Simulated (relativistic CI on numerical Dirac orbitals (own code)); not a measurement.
Sensitivity of the levels of Si III to α

Calculated at this level of theory: Dirac-Coulomb-Breit CI, orbitals from a KLI potential per configuration, valence Slater integrals scaled by 0.85, P86 correlation energy added to each configuration, derivatives by finite differences, QED left out (own radial code, finite nucleus).

CI space (outside the closed core [Ne]): 3s², 3s3p, 3p², 3s3d, 3d², 3s4s, 3p3d, 3p4s. Levels of other configurations are missing.

With x = (α/α₀)² − 1 an excitation energy changes as ω = ω₀ + qx; K = 2q/ω₀ is the relative enhancement. Terms are leading LS components, so labels can repeat.

Lowest level 3s² ¹S0.

```tsv
Level	ω₀ (cm⁻¹)	q (cm⁻¹)
3s3p ³P°0	51050.9	253
3s3p ³P°1	51173.3	375
3s3p ³P°2	51423.2	626.8
3s3p ¹P°1	81262.1	535.8
3p² ¹D2	121948.6	896.8
3p² ³P0	128089.5	819
3p² ³P1	128216.8	950.8
3p² ³P2	128464.2	1202
3s3d ³D3	142614.3	539.3
3s3d ³D2	142618.3	543.3
3s3d ³D1	142621.7	546.6
3p² ¹S0	152253.7	1059
3s4s ³S1	153589.9	315.4
```

Correlation outside the listed configurations is missing or only estimated: errors of thousands of cm⁻¹ between configurations and terms are usual at this charge. Rates and lifetimes follow the computed energies and can be off by large factors. The fine structure of a lone outer electron comes out too small, for d and f at times inverted, and misplaced configurations move strength between like terms.

(1) Which transition from the lowest level has the largest |K|?

Results:

(1) 3s3p ³P°2 at 51423.2 cm⁻¹, K = 0.0244.
